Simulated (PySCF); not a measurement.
PySCF input (HF/def2-TZVPD):

```python
from pyscf import gto, scf, dft

mol = gto.M(
    atom='''
    Sn   -0.26688993    0.12455399   -0.09800237
    O     1.62770118   -0.57396192    0.51432448
    H    -1.13628801   -0.36346601    1.42130985
    H    -0.76682618   -1.41584919   -0.92234937
    H     2.22600130    0.14331082    0.28656241
    ''',
    basis='def2-tzvpd',
    ecp='def2-tzvp',
    charge=-1,
    spin=0,
    verbose=4,
)

mf = scf.RHF(mol).density_fit(auxbasis='def2-universal-jkfit')
mf.conv_tol = 1e-9
mf.max_cycle = 100
mf.max_memory = 1500
mf.kernel()
if not mf.converged:
    mf = mf.newton()
    mf.kernel(mf.make_rdm1())
mf.analyze()
```

End of the output:

```
Extra cycle  E= -290.005169836451  delta_E= -2.42e-11  |g|= 2.23e-06  |ddm|= 2.28e-05
converged SCF energy = -290.005169836451
**** SCF Summaries ****
Total Energy =                        -290.005169836450762
Nuclear Repulsion Energy =              69.372228239038350
One-electron Energy =                 -627.590050944570521
Two-electron Energy =                  268.212652869081410
Two-electron Coulomb Energy =          294.812375533303054
DFT Exchange-Correlation Energy =      -26.599722664221645
HOMO-LUMO gap [eV] =                     7.688655643076260
**** MO energy ****
MO #1   energy= -20.3264006707893  occ= 2
MO #2   energy= -5.63262031556383  occ= 2
MO #3   energy= -3.82265577581479  occ= 2
MO #4   energy= -3.82146161880041  occ= 2
MO #5   energy= -3.81786670564812  occ= 2
MO #6   energy= -1.1136870595917   occ= 2
MO #7   energy= -1.09030504064623  occ= 2
MO #8   energy= -1.08505637031732  occ= 2
MO #9   energy= -1.0845823501548   occ= 2
MO #10  energy= -1.08130612309848  occ= 2
MO #11  energy= -1.04651875369726  occ= 2
MO #12  energy= -0.443716156511911 occ= 2
MO #13  energy= -0.37793685374254  occ= 2
MO #14  energy= -0.278309600284492 occ= 2
MO #15  energy= -0.270212859556563 occ= 2
MO #16  energy= -0.194943543739338 occ= 2
MO #17  energy= -0.0947928984931004 occ= 2
MO #18  energy= 0.187759987178552  occ= 0
MO #19  energy= 0.214197552858828  occ= 0
MO #20  energy= 0.237792408604367  occ= 0
MO #21  energy= 0.246033656303235  occ= 0
MO #22  energy= 0.254457899024425  occ= 0
MO #23  energy= 0.265101254695351  occ= 0
MO #24  energy= 0.270586592438611  occ= 0
MO #25  energy= 0.274182338501746  occ= 0
MO #26  energy= 0.285227272326007  occ= 0
MO #27  energy= 0.309661621478038  occ= 0
MO #28  energy= 0.325130810414645  occ= 0
MO #29  energy= 0.326822772862509  occ= 0
MO #30  energy= 0.380902689709367  occ= 0
MO #31  energy= 0.381894844747118  occ= 0
MO #32  energy= 0.401892323486641  occ= 0
MO #33  energy= 0.422668848162179  occ= 0
MO #34  energy= 0.445121075749917  occ= 0
MO #35  energy= 0.471823128237251  occ= 0
MO #36  energy= 0.495623672236649  occ= 0
MO #37  energy= 0.499962117504164  occ= 0
MO #38  energy= 0.517178547632296  occ= 0
MO #39  energy= 0.523425753752868  occ= 0
MO #40  energy= 0.551648448272672  occ= 0
MO #41  energy= 0.573352302985146  occ= 0
MO #42  energy= 0.579293620779551  occ= 0
MO #43  energy= 0.614359758283193  occ= 0
MO #44  energy= 0.640335003708031  occ= 0
MO #45  energy= 0.651233454712627  occ= 0
MO #46  energy= 0.667791280476295  occ= 0
MO #47  energy= 0.673907152135045  occ= 0
MO #48  energy= 0.701826817889529  occ= 0
MO #49  energy= 0.741196229533851  occ= 0
MO #50  energy= 0.752820689798464  occ= 0
MO #51  energy= 0.78385946819871   occ= 0
MO #52  energy= 0.79577350648362   occ= 0
MO #53  energy= 0.805596858768381  occ= 0
MO #54  energy= 0.843406002341972  occ= 0
MO #55  energy= 0.924916876948352  occ= 0
MO #56  energy= 0.94349694616015   occ= 0
MO #57  energy= 1.04757021278127   occ= 0
MO #58  energy= 1.07859463822803   occ= 0
MO #59  energy= 1.16657371593755   occ= 0
MO #60  energy= 1.20058326924724   occ= 0
MO #61  energy= 1.21950740763881   occ= 0
MO #62  energy= 1.23316141356721   occ= 0
MO #63  energy= 1.23435540865109   occ= 0
MO #64  energy= 1.25481460523799   occ= 0
MO #65  energy= 1.30487545874561   occ= 0
MO #66  energy= 1.37364560082809   occ= 0
MO #67  energy= 1.39853551960608   occ= 0
MO #68  energy= 1.41372694256676   occ= 0
MO #69  energy= 1.42872302936552   occ= 0
MO #70  energy= 1.4538852669819    occ= 0
MO #71  energy= 1.50430962840845   occ= 0
MO #72  energy= 1.6593540271568    occ= 0
MO #73  energy= 1.67139153918676   occ= 0
MO #74  energy= 1.67665284324019   occ= 0
MO #75  energy= 1.72327866572265   occ= 0
MO #76  energy= 1.73641362693457   occ= 0
MO #77  energy= 2.05492878336459   occ= 0
MO #78  energy= 2.12929955942862   occ= 0
MO #79  energy= 2.13817672216736   occ= 0
MO #80  energy= 2.2118979665502    occ= 0
MO #81  energy= 2.22604446984619   occ= 0
MO #82  energy= 2.2583624486807    occ= 0
MO #83  energy= 2.26762939184958   occ= 0
MO #84  energy= 2.30445725402927   occ= 0
MO #85  energy= 2.47576065828987   occ= 0
MO #86  energy= 2.63394574611871   occ= 0
MO #87  energy= 2.65277307011548   occ= 0
MO #88  energy= 2.73737478728197   occ= 0
MO #89  energy= 2.74881508796074   occ= 0
MO #90  energy= 2.84974814883229   occ= 0
MO #91  energy= 2.9022039466307    occ= 0
MO #92  energy= 2.90537349832728   occ= 0
MO #93  energy= 2.92555898237106   occ= 0
MO #94  energy= 2.9679367478069    occ= 0
MO #95  energy= 3.03609392446891   occ= 0
MO #96  energy= 3.05641064101026   occ= 0
MO #97  energy= 3.07475422886628   occ= 0
MO #98  energy= 3.29214462367478   occ= 0
MO #99  energy= 3.3200290198353    occ= 0
MO #100 energy= 3.41248944109798   occ= 0
MO #101 energy= 3.45116570438103   occ= 0
MO #102 energy= 3.61835539831582   occ= 0
MO #103 energy= 3.8272866884892    occ= 0
MO #104 energy= 4.09563464171078   occ= 0
MO #105 energy= 4.47736171272296   occ= 0
MO #106 energy= 5.80885207699242   occ= 0
MO #107 energy= 5.85409918693426   occ= 0
MO #108 energy= 5.89994303001927   occ= 0
MO #109 energy= 5.94129308650508   occ= 0
MO #110 energy= 6.12728859396663   occ= 0
MO #111 energy= 6.12810450846017   occ= 0
MO #112 energy= 6.95606683326079   occ= 0
MO #113 energy= 7.19243649629338   occ= 0
MO #114 energy= 7.25064730865569   occ= 0
MO #115 energy= 7.25424345178109   occ= 0
MO #116 energy= 7.38044117021519   occ= 0
MO #117 energy= 7.77165416879658   occ= 0
MO #118 energy= 37.1926981400481   occ= 0
MO #119 energy= 37.8012838512001   occ= 0
MO #120 energy= 37.8067966269556   occ= 0
MO #121 energy= 37.8402695510691   occ= 0
MO #122 energy= 45.4171379980882   occ= 0
MO #123 energy= 114.327994588891   occ= 0

WARN: Weak orthogonality for localized orbitals 1.786125489164035e-09

 ** Mulliken pop on meta-lowdin orthogonal AOs  **
 ** Mulliken pop  **
pop of  0 Sn 4s           1.78129
pop of  0 Sn 5s           1.68294
pop of  0 Sn 6s           0.07695
pop of  0 Sn 7s           0.01525
pop of  0 Sn 8s           0.00750
pop of  0 Sn 9s           0.00187
pop of  0 Sn 10s          0.07170
pop of  0 Sn 4px          0.01043
pop of  0 Sn 4py          0.28835
pop of  0 Sn 4pz          0.29280
pop of  0 Sn 5px          1.67681
pop of  0 Sn 5py          1.71350
pop of  0 Sn 5pz          1.71307
pop of  0 Sn 6px          0.21491
pop of  0 Sn 6py          0.05557
pop of  0 Sn 6pz          0.34488
pop of  0 Sn 7px          0.17169
pop of  0 Sn 7py          0.01547
pop of  0 Sn 7pz          0.00640
pop of  0 Sn 8px          0.09404
pop of  0 Sn 8py          0.00156
pop of  0 Sn 8pz          0.00782
pop of  0 Sn 4dxy         1.36176
pop of  0 Sn 4dyz         1.36285
pop of  0 Sn 4dz^2        1.36759
pop of  0 Sn 4dxz         1.36856
pop of  0 Sn 4dx2-y2      1.99540
pop of  0 Sn 5dxy         0.26828
pop of  0 Sn 5dyz         0.26732
pop of  0 Sn 5dz^2        0.25889
pop of  0 Sn 5dxz         0.25729
pop of  0 Sn 5dx2-y2      0.00569
pop of  0 Sn 6dxy         0.20081
pop of  0 Sn 6dyz         0.20328
pop of  0 Sn 6dz^2        0.18856
pop of  0 Sn 6dxz         0.20175
pop of  0 Sn 6dx2-y2      0.00363
pop of  0 Sn 7dxy         0.15283
pop of  0 Sn 7dyz         0.14818
pop of  0 Sn 7dz^2        0.15814
pop of  0 Sn 7dxz         0.15643
pop of  0 Sn 7dx2-y2      0.00156
pop of  0 Sn 4f-3         0.00028
pop of  0 Sn 4f-2         0.00019
pop of  0 Sn 4f-1         0.00006
pop of  0 Sn 4f+0         0.00017
pop of  0 Sn 4f+1         0.00030
pop of  0 Sn 4f+2         0.00022
pop of  0 Sn 4f+3         0.00022
pop of  0 Sn 5f-3         0.00094
pop of  0 Sn 5f-2         0.00141
pop of  0 Sn 5f-1         0.00102
pop of  0 Sn 5f+0         0.00132
pop of  0 Sn 5f+1         0.00275
pop of  0 Sn 5f+2         0.00286
pop of  0 Sn 5f+3         0.00083
pop of  1 O 1s            1.99998
pop of  1 O 2s            1.79321
pop of  1 O 3s            0.02583
pop of  1 O 4s            0.00593
pop of  1 O 5s            0.00653
pop of  1 O 6s            0.00459
pop of  1 O 2px           1.67980
pop of  1 O 2py           1.68811
pop of  1 O 2pz           1.93031
pop of  1 O 3px           0.04624
pop of  1 O 3py           0.01637
pop of  1 O 3pz           0.02028
pop of  1 O 4px           0.01070
pop of  1 O 4py           0.01297
pop of  1 O 4pz           0.00801
pop of  1 O 5px           0.00960
pop of  1 O 5py           0.00661
pop of  1 O 5pz           0.00421
pop of  1 O 3dxy          0.00916
pop of  1 O 3dyz          0.00351
pop of  1 O 3dz^2         0.00394
pop of  1 O 3dxz          0.00408
pop of  1 O 3dx2-y2       0.00622
pop of  1 O 4dxy          0.00743
pop of  1 O 4dyz          0.00247
pop of  1 O 4dz^2         0.00361
pop of  1 O 4dxz          0.00597
pop of  1 O 4dx2-y2       0.00979
pop of  1 O 5dxy          0.00943
pop of  1 O 5dyz          0.00306
pop of  1 O 5dz^2         0.00361
pop of  1 O 5dxz          0.00802
pop of  1 O 5dx2-y2       0.01212
pop of  1 O 4f-3          0.00044
pop of  1 O 4f-2          0.00026
pop of  1 O 4f-1          0.00014
pop of  1 O 4f+0          0.00024
pop of  1 O 4f+1          0.00034
pop of  1 O 4f+2          0.00011
pop of  1 O 4f+3          0.00028
pop of  2 H 1s            1.68690
pop of  2 H 2s            0.05895
pop of  2 H 3s            0.02188
pop of  2 H 2px           0.01212
pop of  2 H 2py           0.01293
pop of  2 H 2pz           0.02345
pop of  2 H 3px           0.00865
pop of  2 H 3py           0.01871
pop of  2 H 3pz           0.01582
pop of  3 H 1s            1.68470
pop of  3 H 2s            0.05837
pop of  3 H 3s            0.02188
pop of  3 H 2px           0.00681
pop of  3 H 2py           0.02070
pop of  3 H 2pz           0.02061
pop of  3 H 3px           0.00554
pop of  3 H 3py           0.01971
pop of  3 H 3pz           0.01823
pop of  4 H 1s            0.68234
pop of  4 H 2s            0.01412
pop of  4 H 3s            0.00456
pop of  4 H 2px           0.00687
pop of  4 H 2py           0.00450
pop of  4 H 2pz           0.00628
pop of  4 H 3px           0.00652
pop of  4 H 3py           0.00514
pop of  4 H 3pz           0.00405
 ** Mulliken atomic charges  **
charge of    0Sn =      1.81383
charge of    1O =     -1.36350
charge of    2H =     -0.85941
charge of    3H =     -0.85654
charge of    4H =      0.26562

WARN: System has nonzero charge -1; the dipole moment is origin-dependent.
Location of origin: [0. 0. 0.]

Dipole moment(X, Y, Z, Debye): -0.01606,  2.00142, -0.90124
```

It need not be the lowest isomer of its formula. Whether it binds its extra electron was not tested at this geometry.
